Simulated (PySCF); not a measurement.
Ge(I)(SiH3) (GeH₃ISi), SMILES [SiH3][Ge][I] (connectivity only; charge and spin as stated), neutral, multiplicity 1.

Coordinates come from a B3LYP-D3(BJ)/def2-SVP optimisation. The def2 effective core potentials stand for the cores of I; spin–orbit coupling is left out.

All values below come from r2SCAN/def2-TZVPD (PySCF).

Symmetry labels are those of the subgroup Cs that the program uses (full group Cs).

Computed valence orbital energies around the gap with their symmetry:
```csv
orbital,symmetry,energy (eV)
HOMO−7,A',-14.14
HOMO−6,A',-12.15
HOMO−5,A",-8.97
HOMO−4,A',-8.95
HOMO−3,A',-7.91
HOMO−2,A",-7.28
HOMO−1,A',-7.26
HOMO,A',-5.78
LUMO,A",-4.14
LUMO+1,A',-1.82
LUMO+2,A',-0.40
LUMO+3,A',0.33
```
